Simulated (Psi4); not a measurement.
This Psi4 input (PBE/6-31+G*) gives -81.91563 Eh with 46 basis functions.

```
memory 8100 MB

molecule {
0 1
B    -0.77657967    0.03230627   -0.00413419
N     0.60979542   -0.02536793    0.00324630
H    -1.39837774   -0.98543134   -0.02544751
H    -1.31189213    1.09818051    0.01101914
H     1.19719081    0.79223349    0.02089926
H     1.12740949   -0.88893853   -0.00852404
}

set {
  basis 6-31+g*
  scf_type df
}

energy('pbe')
print_variables()
```

Change:
```diff
- basis 6-31+g*
+ basis def2-sv(p)
```

Task: What does the run give now?

Result: -81.83888 Eh (PBE/def2-SV(P), 36 functions), a change of +76.75 mEh.
